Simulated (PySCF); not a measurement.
## An isoelectronic set: 66 electrons

PBE0 in PySCF with def2-SVP on every atom (core potentials on In, Sn, I), for the lowest determinant that a PBE0 search found; no spin–orbit coupling. All have 66 electrons, 10 of them in the valence shells, and the same state, a singlet (closed shell). For ions De leads to the atom and ion picked by measured ionisation energies and electron affinities.

```json
{"species": "InCl", "difference of nuclear charges": "32", "Re (Å)": "2.430", "ωe (cm⁻¹)": "328", "k (mdyn/Å)": "1.70", "De (eV)": "4.51", "dissociates to": "In + Cl", "Mayer bond order": "1.05"}
{"species": "SnS", "difference of nuclear charges": "34", "Re (Å)": "2.223", "ωe (cm⁻¹)": "499", "k (mdyn/Å)": "3.71", "De (eV)": "4.85", "dissociates to": "Sn + S", "Mayer bond order": "2.35"}
{"species": "AlI", "difference of nuclear charges": "40", "Re (Å)": "2.551", "ωe (cm⁻¹)": "319", "k (mdyn/Å)": "1.33", "De (eV)": "3.92", "dissociates to": "Al + I", "Mayer bond order": "1.08"}
{"species": "SnCl⁺", "difference of nuclear charges": "33", "Re (Å)": "2.295", "ωe (cm⁻¹)": "428", "k (mdyn/Å)": "2.92", "De (eV)": "4.14", "dissociates to": "Sn⁺ + Cl", "Mayer bond order": "1.46"}
```

**Question.** Which member of the whole set has the stiffest bond, and how does it compare with the softest?

**Answer.** SnS with k = 3.71 mdyn/Å, 2.8 times that of AlI.

Spin–orbit coupling is left out, which matters for elements this heavy, above all for dissociation energies. For an ion De counts to the pair picked by the measured ionisation energies or electron affinities, which need not be the lowest pair at this level.
